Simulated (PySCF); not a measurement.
Delta-SCF ions had no search for a lower state. Excitations are Tamm–Dancoff values on a coarser integration grid. The basis has no diffuse functions, so Rydberg states are missing or too high.

C₄H₁₀I₂Sn, SMILES `[CH2]([Sn]([CH2]C)([I])[I])C` (C–C–Sn–I torsion 59°, I–Sn–C–C torsion -57°) (charge 0, multiplicity 1)

Level of theory: PBE-D3(BJ)/def2-TZVP // PBE-D3(BJ)/def2-SVP run with PySCF.

```yaml
HOMO: -6.19 eV
dipole_moment: 3.37 D
HOMO–LUMO gap: 3.61 eV
LUMO: -2.58 eV
S1 excitation (TDA): 3.85 eV
S1 oscillator strength: 0.040
T1 excitation (TDA): 3.46 eV
S1–T1 gap (TDA): 0.39 eV
vertical ionisation energy (Delta-SCF): 8.40 eV
total_energy: -26343.07 eV
cost: very roughly 13 core-minutes
```

```xyz
17

C     -3.1128    -0.0321     0.0032
C     -1.8588    -0.5871     0.6693
Sn    -0.0206     0.1995    -0.2163
I     -0.1337     2.9269     0.0557
I     -0.1328    -0.3845    -2.8944
C      1.9646    -0.4110     0.4678
C      3.0858     0.2799    -0.3004
H     -4.0270    -0.4498     0.4757
H     -3.1676     1.0722     0.0898
H     -3.1496    -0.2855    -1.0760
H     -1.7806    -1.6904     0.5776
H     -1.7983    -0.3266     1.7464
H      1.9871    -1.5146     0.3526
H      1.9854    -0.1782     1.5528
H      3.0392     1.3824    -0.1896
H      4.0789    -0.0513     0.0703
H      3.0408     0.0501    -1.3845
```
